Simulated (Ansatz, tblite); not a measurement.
Removing and adding an electron: Ge(OH)2H2 (GeO2H4). Total charge 0; singlet. Geometry: r2SCAN-D4/def2-TZVP. Ansatz, gas phase; energy differences of separate SCF runs; the oxidised species was run as a doublet alone; the reduced species was run as a doublet alone.

Cartesian coordinates in Å:
```
Ge 0.114 0.478 0.058
O -0.984 -0.489 1.072
H -1.806 -0.705 0.620
O 1.441 -0.545 -0.527
H 1.131 -1.290 -1.052
H 0.800 1.504 0.951
H -0.697 1.047 -1.123
```

The xTB rows come from tblite. Correlated methods freeze 11 core orbitals; core or outer-core shells of Ge are correlated, in sets that lack core-valence functions. In CCSD on the charge 1 doublet the largest single amplitude is 0.34, so its Hartree–Fock determinant may place the open shell otherwise than the density functionals do.

Q: Estimate orbital energies and vertical ionisation energies and electron affinities at: GFN1-xTB; GFN2-xTB; PBE-D4/def2-TZVP; PBE-D4/def2-TZVPD; r2SCAN-D4/def2-TZVP; r2SCAN-D4/def2-TZVPD; PBE0-D4/def2-TZVP; PBE0-D4/def2-TZVPD; CCSD/def2-TZVPP; CCSD(T)/def2-TZVPP.

A: 
```tsv
level	−HOMO (eV)	vertical IE (eV)	−LUMO (eV)	vertical EA (eV)	HOMO–LUMO gap (eV)	IE − EA (eV)	remarks
GFN1-xTB	12.74	16.01	6.00	1.77	6.74	14.23	–
GFN2-xTB	11.88	15.19	3.38	-0.26	8.49	15.45	–
PBE-D4/def2-TZVP	6.98	10.48	0.56	–	6.42	–	–
PBE-D4/def2-TZVPD	7.10	–	1.02	-0.70	6.08	–	HOMO above zero (-1 doublet)
r2SCAN-D4/def2-TZVP	7.37	10.68	0.03	–	7.34	–	–
r2SCAN-D4/def2-TZVPD	7.45	–	0.45	-0.84	7.00	–	HOMO above zero (-1 doublet)
PBE0-D4/def2-TZVP	8.65	10.97	-0.33	–	8.98	–	–
PBE0-D4/def2-TZVPD	8.72	–	0.28	-0.83	8.44	–	HOMO above zero (-1 doublet)
CCSD/def2-TZVPP	–	11.44	–	–	–	–	large T1 (0.048) (+1 doublet)
CCSD(T)/def2-TZVPP	–	11.44	–	–	–	–	large T1 (0.048) (+1 doublet)
```

Run but left out: HF/def2-TZVPP, MP2/def2-TZVPP (charge +1 doublet: a determinant that CCSD turns far, T1 0.048).   A HOMO above zero means that the electron is unbound at that level or that self-interaction error raises the level; the energy of removing that electron tells which. Raw xTB energy differences between charge states are shifted by several eV; the methods need an empirical correction for them. A negative affinity means that the extra electron isn't bound; its size then hangs on the basis.
